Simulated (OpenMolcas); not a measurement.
Predicting a hybrid from its neighbours: GeH3

The species is GeH3 (4 atoms), meant as a doublet with charge 0. As SMILES, `[GeH3]`. Geometry: relaxed at PBE0-D4/def2-TZVP.

The vertical energy of the quartet above the doublet y, in eV, basis def2-TZVPP; a is the functional's share of exact exchange. Programs: OpenMolcas 26.06.

| functional | program | a | y (eV) |
| --- | --- | --- | --- |
| UBLYP | OpenMolcas | 0 | 7.81 |
| U-revPBE | OpenMolcas | 0 | 7.75 |
| UB3LYP | OpenMolcas | 0.2 | 8.03 |
| UPBE0 | OpenMolcas | 0.25 | ? |
| UBHLYP | OpenMolcas | 0.5 | 8.28 |

Problem. Fit y = c + s·a to the known rows and predict UPBE0.

Solution. 
1. Means of the 4 rows: a = 0.1750, y = 7.967.
2. Σ(Δa)² = 0.1675, Σ(Δa·Δy) = 0.16875, so the slope is 0.16875/0.1675 = 1.0075.
3. Intercept: 7.967 − (1.0075) × 0.1750 = 7.791. The largest residual of the fit is 0.041.
4. UPBE0: 7.791 + (1.0075) × 0.25 = 8.04 eV.

The run gave 7.95 eV, so the prediction is off by +0.09 eV, more than the largest residual. The rows mix families of semi-local functionals, which the line can't see.
